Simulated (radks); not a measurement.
All-electron atom: Tb in [Kr] 4d10 4f9 5s2 5p5 6s2 5d1 (not the ground configuration). Calculated with a radial shooting solver on a logarithmic mesh with Libxc functionals: Dirac Kohn-Sham, B86b exchange with PBE correlation, spin-unpolarised, spherical densities, finite nucleus; open shells fill j = l - 1/2 first; Fermi nuclear charge, rms radius 5.06 fm.

Normalised radial functions P(r) = r R(r) (large component), r in bohr:

r	5s1/2
0.004202	0.1236
0.004931	0.1343
0.00574	0.1438
0.006683	0.1520
0.007842	0.1583
0.00913	0.1612
0.01063	0.1599
0.01237	0.1530
0.01452	0.1383
0.0169	0.1159
0.01968	0.0842
0.02309	0.0405
0.02688	-0.0104
0.0313	-0.0682
0.03673	-0.1320
0.04276	-0.1890
0.04978	-0.2335
0.05795	-0.2556
0.068	-0.2435
0.07917	-0.1907
0.09216	-0.0961
0.1082	0.0393
0.1259	0.1808
0.1466	0.3029
0.172	0.3699
0.2002	0.3418
0.2331	0.2111
0.2714	-0.0044
0.3185	-0.2659
0.3708	-0.4685
0.4316	-0.5497
0.5065	-0.4532
0.5897	-0.1946
0.6865	0.1672
0.8056	0.5607
0.9378	0.8544
1.092	1.0104
1.271	1.0137
1.492	0.8806
1.736	0.6796
2.021	0.4654
2.372	0.2737
2.762	0.1449
3.215	0.0667
3.773	0.0250
4.392	0.0082
5.113	0.0022
5.952	0.0005
6.985	0.0001
8.132	0.0000
9.467	0.0000
11.11	0.0000
12.93	0.0000

5s1/2: eigenvalue -49.905 eV, 4 radial nodes at r = 0.0261, 0.104, 0.271, 0.642 bohr, <r> = 1.32 bohr, 90 % of the charge inside 1.90 bohr.
